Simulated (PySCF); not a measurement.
Cl₂H₄N₂Si. Atoms are numbered in the order given.

```xyz
9

N     -0.3322     1.3488     1.3564
Si     0.0000     0.0000     0.3678
N      0.3322    -1.3488     1.3564
Cl    -1.6527    -0.1570    -0.8894
Cl     1.6527     0.1570    -0.8894
H      0.3400     1.6318     2.0632
H     -0.8573     2.1346     0.9873
H     -0.3400    -1.6318     2.0632
H      0.8573    -2.1346     0.9873
```

Geometry: B3LYP-D3(BJ)/def2-SVP. One conformer was computed; it need not be the lowest.

Method: PySCF with TDA-PBE/def2-SVPD.

Vertical excitations. The molecule is in vacuum. State labels are in the subgroup C2.

```json
[
 {"state": "S1", "symmetry": "B", "energy (eV)": "6.00", "λ (nm)": "207", "f": "0.017", "main pairs": "HOMO→LUMO 99 %"},
 {"state": "S2", "symmetry": "A", "energy (eV)": "6.11", "λ (nm)": "203", "f": "0.035", "main pairs": "HOMO−1→LUMO 98 %"},
 {"state": "S3", "symmetry": "B", "energy (eV)": "6.76", "λ (nm)": "183", "f": "0.014", "main pairs": "HOMO→LUMO+1 93 %"},
 {"state": "S4", "symmetry": "A", "energy (eV)": "6.84", "λ (nm)": "181", "f": "0.001", "main pairs": "HOMO−1→LUMO+1 95 %"},
 {"state": "S5", "symmetry": "B", "energy (eV)": "6.89", "λ (nm)": "180", "f": "0.049", "main pairs": "HOMO−2→LUMO 92 %"},
 {"state": "S6", "symmetry": "A", "energy (eV)": "7.06", "λ (nm)": "176", "f": "0.001", "main pairs": "HOMO→LUMO+2 93 %"},
 {"state": "S7", "symmetry": "B", "energy (eV)": "7.18", "λ (nm)": "173", "f": "0.012", "main pairs": "HOMO−1→LUMO+2 94 %"},
 {"state": "S8", "symmetry": "A", "energy (eV)": "7.20", "λ (nm)": "172", "f": "0.010", "main pairs": "HOMO−3→LUMO 93 %"},
 {"state": "S9", "symmetry": "B", "energy (eV)": "7.47", "λ (nm)": "166", "f": "0.075", "main pairs": "HOMO−4→LUMO 87 %"},
 {"state": "S10", "symmetry": "A", "energy (eV)": "7.50", "λ (nm)": "165", "f": "0.005", "main pairs": "HOMO−5→LUMO 80 %, HOMO→LUMO+3 18 %"},
 {"state": "T1", "symmetry": "B", "energy (eV)": "5.79", "λ (nm)": "214", "f": "0", "main pairs": "HOMO→LUMO 99 %"},
 {"state": "T2", "symmetry": "A", "energy (eV)": "5.87", "λ (nm)": "211", "f": "0", "main pairs": "HOMO−1→LUMO 99 %"},
 {"state": "T3", "symmetry": "B", "energy (eV)": "6.52", "λ (nm)": "190", "f": "0", "main pairs": "HOMO→LUMO+1 97 %"},
 {"state": "T4", "symmetry": "A", "energy (eV)": "6.61", "λ (nm)": "188", "f": "0", "main pairs": "HOMO−1→LUMO+1 97 %"}
]
```
Triplets are in the Tamm–Dancoff approximation.
